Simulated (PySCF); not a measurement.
C₃H₇BN₂, SMILES N1B(C=CC1)N.

Geometry optimised at ωB97X-D3(BJ)/def2-SVP. The structure was generated by enumeration, and PubChem lists no compound with its InChIKey, so it may never have been made. Other conformers were not sampled.

The numbers are results of PySCF with PBE/def2-TZVP, not measurements.

Symmetry labels are those of the subgroup Cs that the program uses (full group Cs).

Computed valence orbital energies around the gap with their symmetry:
```csv
orbital,symmetry,energy (eV)
HOMO−7,A",-10.62
HOMO−6,A',-9.79
HOMO−5,A',-9.61
HOMO−4,A',-8.44
HOMO−3,A',-7.36
HOMO−2,A",-7.13
HOMO−1,A",-5.88
HOMO,A",-5.13
LUMO,A",-0.79
LUMO+1,A',0.26
LUMO+2,A',0.81
LUMO+3,A',1.40
```
